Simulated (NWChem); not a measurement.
Isomers of C₃H₅FSi, each optimised at B3LYP/6-31G* with NWChem, gas phase unless a solvent is named. Flexible species stand in one conformer each, which need not be the lowest. Pople sets run with spherical d functions. Relative energies count from the lowest isomer at each level and are electronic, without zero-point energy, on those geometries.

A: [SiH2]1C=C[C@H]1F
B: FC=C=C[SiH3]
C: C(#C)[Si@H](C)F

```
quantity                                                         A     B     C
-------------------------------------------------------------  ---  ----  ----
relative energy, PBE/def2-SVP (kcal/mol)                       [?]  51.6   0.0
relative energy, BLYP/def2-SVP (kcal/mol)                      [?]  53.1   0.0
relative energy, PW6B95/def2-SVP (kcal/mol)                    [?]  57.3   0.0
SMD solvation free energy in toluene, B3LYP/6-31G* (kcal/mol)  [?]  -1.6  -1.7
```

**Question.** Some entries are withheld; supply them.

**Answer.** 
- relative energy, PBE/def2-SVP (kcal/mol), A: 38.5
- relative energy, BLYP/def2-SVP (kcal/mol), A: 45.8
- relative energy, PW6B95/def2-SVP (kcal/mol), A: 42.7
- SMD solvation free energy in toluene, B3LYP/6-31G* (kcal/mol), A: -2.2
